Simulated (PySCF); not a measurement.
## TDDFT excited states: [GaCl4]-

[GaCl4]- (charge -1).
Z-matrix (Å and degrees, PBE0-D3(BJ)/def2-SVP geometry), rows numbered from 1:
```
Ga
Cl  1  2.2066
Cl  1  2.2030  2  109.30
Cl  1  2.2070  2  109.82  3  -119.85
Cl  1  2.2063  2  109.92  3   119.63
```

Computed with PySCF 2.14.0, density-fitted response routines, TDDFT CAM-B3LYP/def2-SVPD, vertical, gas phase, core orbitals frozen in the response. Relativistic effects, spin–orbit coupling among them, are left out although an element past zinc is present.

List the vertical singlet excitations with oscillator strengths and describe the spectrum.

```json
{"state": "S1", "E (eV)": "6.58", "E (hartree)": "0.2419", "f": "0.0000", "|μ| (D)": "0.01", "main configurations (H = HOMO, L = LUMO)": "H-2/H-1/H→L (≥78%), H-2/H-1/H→L+1 (≥13%)"}
{"state": "S2", "E (eV)": "6.59", "E (hartree)": "0.2421", "f": "0.0000", "|μ| (D)": "0.02", "main configurations (H = HOMO, L = LUMO)": "H-2/H-1/H→L (≥79%), H-2/H-1/H→L+1 (≥13%)"}
{"state": "S3", "E (eV)": "6.59", "E (hartree)": "0.2422", "f": "0.0000", "|μ| (D)": "0.02", "main configurations (H = HOMO, L = LUMO)": "H-2/H-1/H→L (≥78%), H-2/H-1/H→L+1 (≥13%)"}
{"state": "S4", "E (eV)": "7.04", "E (hartree)": "0.2589", "f": "0.241", "|μ| (D)": "3.00", "main configurations (H = HOMO, L = LUMO)": "H-3→L (78%), H-3→L+1 (11%)"}
{"state": "S5", "E (eV)": "7.06", "E (hartree)": "0.2593", "f": "0.244", "|μ| (D)": "3.02", "main configurations (H = HOMO, L = LUMO)": "H-4→L (78%), H-4→L+1 (11%)"}
{"state": "S6", "E (eV)": "7.06", "E (hartree)": "0.2595", "f": "0.246", "|μ| (D)": "3.03", "main configurations (H = HOMO, L = LUMO)": "H-5→L (78%), H-5→L+1 (11%)"}
{"state": "S7", "E (eV)": "7.13", "E (hartree)": "0.2622", "f": "0.0011", "|μ| (D)": "0.20", "main configurations (H = HOMO, L = LUMO)": "H-6→L (73%), H-6→L+1 (12%)"}
{"state": "S8", "E (eV)": "7.14", "E (hartree)": "0.2623", "f": "0.0013", "|μ| (D)": "0.22", "main configurations (H = HOMO, L = LUMO)": "H-7→L (73%), H-7→L+1 (12%)"}
{"state": "S9", "E (eV)": "7.87", "E (hartree)": "0.2891", "f": "0.0000", "|μ| (D)": "0.02", "main configurations (H = HOMO, L = LUMO)": "H-2/H-1/H→L+1 (≥78%), H-2/H-1/H→L (≥9%)"}
{"state": "S10", "E (eV)": "7.87", "E (hartree)": "0.2892", "f": "0.0000", "|μ| (D)": "0.03", "main configurations (H = HOMO, L = LUMO)": "H-2/H-1/H→L+1 (≥78%), H-2/H-1/H→L (≥9%)"}
{"state": "S11", "E (eV)": "7.88", "E (hartree)": "0.2894", "f": "0.0000", "|μ| (D)": "0.02", "main configurations (H = HOMO, L = LUMO)": "H-2/H-1/H→L+1 (≥77%), H-2/H-1/H→L (≥9%)"}
{"state": "S12", "E (eV)": "8.13", "E (hartree)": "0.2989", "f": "0.0024", "|μ| (D)": "0.28", "main configurations (H = HOMO, L = LUMO)": "H-3→L+1 (36%), H-2/H-1/H→L+3 (≥19%), H-2/H-1/H→L+2 (≥18%)"}
{"state": "S13", "E (eV)": "8.14", "E (hartree)": "0.2990", "f": "0.0012", "|μ| (D)": "0.20", "main configurations (H = HOMO, L = LUMO)": "H-4→L+1 (33%), H-2/H-1/H→L+4 (≥21%), H-2/H-1/H→L+2 (≥17%)"}
{"state": "S14", "E (eV)": "8.14", "E (hartree)": "0.2990", "f": "0.0009", "|μ| (D)": "0.17", "main configurations (H = HOMO, L = LUMO)": "H-5→L+1 (33%), H-2/H-1/H→L+4 (≥20%), H-2/H-1/H→L+3 (≥18%)"}
```

Triplets, Tamm–Dancoff:

```csv
state,E (eV),λ (nm),"main configurations (H = HOMO, L = LUMO)"
T1,6.30,196.7,"H-2/H-1/H→L (≥67%), H-2/H-1/H→L+1 (≥17%)"
T2,6.31,196.6,"H-2/H-1/H→L (≥67%), H-2/H-1/H→L+1 (≥17%)"
T3,6.31,196.6,"H-2/H-1/H→L (≥63%), H-2/H-1/H→L+1 (≥17%)"
```

The lowest singlet level (S1/S2/S3) lies at 6.58 eV (188 nm, vacuum ultraviolet) and is dark (f under 0.0005). The most intense listed level is S5/S6 at 7.06 eV (176 nm, f = 0.490 summed), 0.47 eV above S1. S1/S2/S3, S5/S6, S7/S8, S9/S10/S11 and S12/S13/S14 lie within about 0.01 eV of each other in each set; the point group Td has degenerate representations, and within a degenerate level the listed configurations can mix freely. Löwdin shares by element: HOMO (one of a set within 0.03 eV) chlorine 98% or more; LUMO gallium 53%, chlorine 36% or more. Of the 14 states listed, 3 reach f = 0.01 and 6 stay under 0.0005. The oscillator strengths of these states sum to 0.737; summed over the whole spectrum of an exact calculation they would give the number of electrons, 100 (Thomas–Reiche–Kuhn). The listed states span 1.55 eV, and the widest gap between neighbours is 0.73 eV (S8 to S9). No computed singlet lies in the visible range (380 to 750 nm); the lowest, at 188 nm, stands 3.32 eV above its violet end (3.26 eV). No detachment energy is given for this anion; states above it aren't bound, and a finite basis only mimics them. Orbitals of the list HOMO-3 to LUMO+2 that lie within 0.01 eV of each other are written together with a slash and their weights summed (≥ marks a lower bound); for degenerate orbitals outside that list single weights are arbitrary. Only the lowest 15 singlets were computed, as vertical energies without vibronic structure. The highest level found (8.28 eV, f 0.0014 so far) is left out, since the window may have cut off a degenerate partner.

The run took 28 s (with the writing of density and orbital grids) on an x86-64 server with one thread, no GPU, shared host.
